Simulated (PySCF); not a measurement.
## Simulated characterisation data

All values are calculated (PySCF 2.14): NMR shieldings at PBE0/pcSseg-1/GIAO, GFN2-xTB geometry. Non-relativistic Hamiltonian, one computed conformer, fast rotation and ring inversion assumed for equivalent nuclei, no solvent.

References, each an isolated molecule treated in the same way: $^{1}$H (31.72 ppm) and $^{13}$C (186.93 ppm) vs TMS. Splittings of carbon signals by F and P are missing where no couplings were computed. Where no couplings were computed, multiplicities follow the n + 1 count of equivalent neighbours, and m marks all less simple cases (inequivalent or close neighbours, rings, F or P nearby). Shifts are as computed. Against solution values, carbons near 30 ppm lie about +3 ppm off and those near 130 ppm about +5 ppm (rms about the fit 2.1 ppm; single classes can miss by 10 ppm). Of 1328 compounds with measured shifts, 309 miss one by over three times the rms of a fit or turn the order of signals round; such compounds aren't used in these exercises. Signals without a measured value on file couldn't be tested in this way; 1H shifts scatter by 0.2 ppm about their fit, and single ones miss by 0.5 ppm.

**1.** `FC/C=C/O[SiH3]`, C3H7FOSi. $^{1}$H NMR (500 MHz, computed): δ 6.80 (m, 1H), 5.24 (m, 1H), 5.11 (m, 2H), 4.98 (s, 3H). $^{13}$C{$^{1}$H} NMR (computed): δ 156.3 (CH), 109.7 (CH), 83.4 (CH2).

**2.** `C=C1C[C@@]1(C)C#N`, C6H7N. $^{1}$H NMR (500 MHz, computed): δ 6.15 (br s, 1H), 5.96 (br s, 1H), 1.75 (m, 1H), 1.46 (s, 3H), 1.24 (m, 1H). $^{13}$C{$^{1}$H} NMR (computed): δ 143.5, 126.5, 112.6, 23.3, 20.0, 8.9.

**3.** SMILES N#C/C=C\C1CC1, C6H7N. $^{1}$H NMR (500 MHz, computed): δ 5.92 (m, 1H), 5.28 (d, 1H), 2.31 (m, 1H), 1.13 (m, 2H), 0.58 (m, 2H). $^{13}$C{$^{1}$H} NMR (computed): δ 169.4 (CH), 121.6 (C), 101.9 (CH), 19.7 (CH), 11.7 (CH2).
